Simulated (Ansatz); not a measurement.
Isolated molecules relaxed with PBE0-D4/def2-TZVP in Ansatz; ΔE leaves out vibrations. CBS: MP2 limit from def2 TZ/QZ plus the TZ coupled-cluster correction, frozen cores. This one scheme is used for every species. DFT in def2-TZVPP. For Ge outer-core shells are correlated without core-valence functions, which leaves a few kJ/mol of doubt a bond. Scalar relativity is left out up to krypton. One conformer a species, not always the lowest.

Reaction (cleavage of the Al–Ge bond): `[F][Al]([Cl])[GeH3]` + `N=C=O` → `O=C=[N][Al]([F])[Cl]` + GeH₄

`[F][Al]([Cl])[GeH3]`:

```xyz
7

F     1.578   -1.318    1.624
Al    0.121   -0.743    1.125
Cl   -1.533   -1.212    2.309
Ge   -0.025    0.597   -0.925
H     0.497   -0.207   -2.127
H     0.836    1.865   -0.796
H    -1.474    1.018   -1.210
```

`N=C=O`:

Cartesian coordinates in Å:
```
N -0.561 -0.243 -0.462
C 0.417 0.257 0.043
O 1.385 0.789 0.400
H -1.241 -0.804 0.019
```

`O=C=[N][Al]([F])[Cl]`:

```xyz
6

O     1.809    2.248   -0.581
C     1.061    1.397   -0.321
N     0.286    0.528   -0.047
Al   -0.749   -0.837    0.265
F    -2.091   -0.627    1.171
Cl   -0.316   -2.710   -0.487
```

GeH₄:

Cartesian coordinates in Å:
```
Ge 0.000 0.000 0.000
H 0.786 -1.266 0.363
H -0.046 0.938 1.213
H -1.429 -0.384 -0.404
H 0.689 0.712 -1.171
```

| species | BLYP energy (Eh) |
| --- | --- |
| `[F][Al]([Cl])[GeH3]` | -2881.54303 |
| `N=C=O` | -168.73411 |
| `O=C=[N][Al]([F])[Cl]` | -970.88112 |
| GeH₄ | -2079.43227 |

Question: Work out ΔE.

Answer: ΔE = (-970.88112) + (-2079.43227) − (-2881.54303) − (-168.73411) = -0.03625 Eh = -22.7 kcal/mol. CCSD(T)/CBS gives -24.6 kcal/mol.

Largest T1 diagnostic among the species: 0.018.

From r2SCAN to r2SCAN0 (25 % exact exchange), in def2-TZVPP and without D4, ΔE moves by −1.0 kcal/mol. In def2-TZVPP, CCSD(T) changes the Hartree–Fock value by +5.9 kcal/mol (the triples alone add +0.8 kcal/mol) and MP2 by +4.4 kcal/mol. At CCSD(T), def2-SVP lies −3.3 kcal/mol from the extrapolated value and def2-TZVPP −0.9 kcal/mol.
